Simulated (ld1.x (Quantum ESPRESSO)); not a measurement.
## u(r) = r·R(r): atom against pseudo-atom (Pd)

Columns: radius, all-electron u(r) and pseudo u(r) of the 4d shell (level -9.28 eV) of palladium in the configuration [Kr] 4d9.5 5s0 5p0; LDA (PZ), scalar-relativistic, TM scheme, ld1.x (Quantum ESPRESSO) 7.5.

```csv
r (bohr),all-electron,pseudo
0.173,0.3826,-0.0204
0.345,0.2684,-0.1398
0.518,-0.1943,-0.3689
0.690,-0.5715,-0.6184
0.862,-0.7786,-0.7917
1.035,-0.8521,-0.8583
1.208,-0.8444,-0.8464
1.380,-0.7960,-0.7961
1.553,-0.7295,-0.7295
1.725,-0.6585,-0.6585
1.898,-0.5886,-0.5886
2.070,-0.5234,-0.5234
2.242,-0.4638,-0.4638
2.415,-0.4097,-0.4097
2.588,-0.3614,-0.3614
2.760,-0.3185,-0.3185
2.932,-0.2805,-0.2805
3.105,-0.2466,-0.2466
3.278,-0.2167,-0.2167
3.450,-0.1904,-0.1904
3.623,-0.1671,-0.1671
3.795,-0.1467,-0.1467
3.968,-0.1286,-0.1286
4.140,-0.1128,-0.1128
4.312,-0.0988,-0.0988
4.485,-0.0865,-0.0865
```

Q: How many radial nodes do the two functions have?

A: The all-electron 4d function has n − l − 1 = 1; the pseudo-wave has 0, since the states of the same l below it are removed with the core.

Q: At about which radius was the pseudo-wave matched?

A: 1.55 bohr, where the columns begin to agree (steps of 0.17 bohr).

Q: Where does each function peak?

A: Outermost all-electron maximum near 1.03 bohr, pseudo maximum near 1.03 bohr (to the table’s step).

Q: Is the pseudo-wave norm-conserving?

A: Yes: the TM scheme keeps the norm inside the radius equal to the all-electron one, which fixes the energy derivative of the logarithmic derivative at the level.
